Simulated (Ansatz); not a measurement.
System: trichloro(methyl)germane, CH$_{3}$Cl$_{3}$Ge, charge 0, multiplicity 1. 
Structure (B3LYP-D3(BJ)/def2-TZVP (Ansatz, a first-principles code) minimum search):
```xyz
8

C     -2.1656     0.0654     0.1290
Ge    -0.2312     0.0070     0.0138
Cl     0.5951     1.9785    -0.2494
Cl     0.6325    -0.8291     1.8009
Cl     0.4158    -1.1989    -1.6493
H     -2.4475     0.6828     0.9797
H     -2.5587     0.4930    -0.7913
H     -2.5395    -0.9481     0.2611
```

Dipole moments at this geometry, in debye (magnitudes).

```csv
level,program,dipole (D)
PBE/def2-TZVPD,Ansatz,2.66
BLYP/def2-TZVPD,Ansatz,2.66
revPBE/def2-TZVPD,Ansatz,2.65
B97M-V/def2-TZVPD,Ansatz,2.68
r2SCANh/def2-TZVPD,Ansatz,2.72
HSE06/def2-TZVPD,Ansatz,2.71
LC-wPBE/def2-TZVPD,Ansatz,2.74
wB97M-V/def2-TZVPD,Ansatz,2.67
wB97X-V/def2-TZVPD,Ansatz,2.71
CCSD(T)/def2-SVPD,Ansatz,(withheld)
```

Task: Some entries are withheld; supply them.

Result: 
- CCSD(T)/def2-SVPD, dipole (D): 2.60
